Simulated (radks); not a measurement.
Valence configurations of Pm3+ (all share [Xe]). Calculated with a radial shooting solver on a logarithmic mesh with Libxc functionals: Dirac Kohn-Sham, LDA (Slater exchange, Perdew-Wang correlation), spin-unpolarised, spherical densities, point nucleus; open shells fill j = l - 1/2 first. Energies are relative to 4f4; eigenvalues in eV.

valence      E (eV)  e(4f5/2)  e(5d3/2)  e(6p1/2)  e(6s1/2)
4f4           0.000   -32.134         -         -         -
4f3 6p1      18.788   -43.047         -   -19.968         -
4f3 6s1      13.971   -42.174         -         -   -24.303
4f2 5d1 6s1  30.327   -49.915   -30.565         -   -25.085
4f2 6s2      36.260   -53.320         -         -   -26.408
4f2 5d2      25.244   -46.591   -28.297         -         -
4f2 6p2      46.710   -54.995         -   -22.026         -
4f3 5d1       9.908   -38.999   -26.506         -         -
4f1 5d2 6s1  52.874   -58.238   -32.401         -   -25.786
4f3.5 6s0.5   6.052   -37.004         -         -   -23.128

NIST lists [Xe] 4f4 as the ground configuration; this level of theory agrees among the configurations tried. The energies are those of spherical spin-averaged densities, not of single terms.
